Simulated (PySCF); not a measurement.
**GeF under electron impact: the energy ladder**

PBE in PySCF with def2-TZVPPD on every atom, for the lowest determinant that a PBE0 search found; no spin–orbit coupling.

| species | state (unpaired electrons) | Re (Å) | ωe (cm⁻¹) | energy of the minimum from the neutral (eV) | De (eV) | dissociates to |
| --- | --- | --- | --- | --- | --- | --- |
| GeF | doublet (π ↑) | 1.783 | 625 | 0.00 | 5.63 | Ge + F |
| GeF⁺ | singlet (closed shell) | 1.701 | 762 | 7.44 | 6.09 | Ge⁺ + F |
| GeF⁻ | triplet (π ↑↑) | 1.895 | 464 | -0.86 | 2.83 | Ge + F⁻ |

Work out the lowest energy to break GeF into atoms, from its vibrational ground state.

D0 = De − ωe/2 = 5.63 − 0.04 = 5.59 eV (PBE/def2-TZVPPD).

Work out the ionisation energy of the Ge atom at this level and the threshold of dissociative ionisation.

IE(Ge) = 7.44 + 6.09 − 5.63 = 7.90 eV, so Ge⁺ + F + e⁻ appears at D0 + IE(Ge) = 13.49 eV (PBE/def2-TZVPPD). The measured IE(Ge) is 7.899 eV (NIST ASD).

Work out the electron affinity of the F atom and the threshold of dissociative attachment.

EA(F) = 5.63 − 2.83 − (-0.86) = 3.66 eV, so Ge + F⁻ needs D0 − EA(F) = 1.93 eV (PBE/def2-TZVPPD). The measured EA(F) is 3.401 eV.

At which energy does ion-pair formation open?

Ge⁺ + F⁻ lies at D0 + IE(Ge) − EA(F) = 9.83 eV (PBE/def2-TZVPPD).

These are thermodynamic thresholds; the onsets seen under electron impact lie higher where the geometry changes, and cross-sections peak well above them.

Spin–orbit coupling is left out. For an ion De counts to the pair picked by the measured ionisation energies or electron affinities, which need not be the lowest pair at this level. The highest Kohn–Sham level is positive in this anion. Much of that is self-interaction error, but it also means that the finite basis helps to hold the extra electron. States were picked by a PBE0 search and need not be the measured ground states.
